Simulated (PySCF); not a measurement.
# AgO: energy against distance

Set-up: PySCF, scalar-relativistic core potentials, basis sets Ag cc-pVDZ-PP with ECP28, O cc-pVDZ. Energies in eV from Ag (4d10 5s1) + O in their ground configurations at the same level. State: ²Π (doublet), unpaired electrons π ↑.

All columns are PBE0. A positive dipole means Ag(−)O(+).

| R (Å) | E (eV) | μ (D) | Mulliken charge on Ag (basis-dependent) | HOMO (eV) | LUMO (eV) | Mayer bond order | ⟨S²⟩ |
| --- | --- | --- | --- | --- | --- | --- | --- |
| 1.714 | -1.026 | -3.75 | 0.37 | -6.79 | -2.97 | 1.33 | 0.77 |
| 1.794 | -1.479 | -3.97 | 0.38 | -6.71 | -2.75 | 1.22 | 0.77 |
| 1.873 | -1.723 | -4.15 | 0.38 | -6.63 | -2.79 | 1.14 | 0.77 |
| 1.933 | -1.806 | -4.27 | 0.37 | -6.57 | -2.85 | 1.10 | 0.78 |
| 1.993 | -1.828 | -4.37 | 0.37 | -6.51 | -2.91 | 1.07 | 0.78 |
| 2.053 | -1.805 | -4.46 | 0.36 | -6.45 | -2.96 | 1.05 | 0.79 |
| 2.132 | -1.723 | -4.53 | 0.35 | -6.38 | -3.04 | 1.02 | 0.81 |
| 2.232 | -1.570 | -4.54 | 0.33 | -6.33 | -3.11 | 0.98 | 0.86 |
| 2.352 | -1.357 | -4.41 | 0.31 | -6.36 | -3.18 | 0.91 | 0.95 |
| 2.511 | -1.077 | -4.05 | 0.27 | -6.17 | -3.22 | 0.79 | 1.10 |

A fit through these points gives, at Re = 1.989 Å, μ = -4.37 D and dμ/dR = -1.60 D/Å; the reduced mass is 13.91 u.

Q: How strong is the fundamental in the double-harmonic approximation, I = 42.26·(dμ/dR)²/μred km/mol?

A: I = 42.26·(-1.60)²/13.91 = 7.78 km/mol at PBE0.

⟨S²⟩ of the unrestricted solution departs from its pure value on part of the curve, where spin states mix. Spin–orbit coupling is left out, which matters for elements this heavy, above all for dissociation energies. With d or f electrons several states lie close, and the lowest PBE0 determinant need not be the measured ground state.
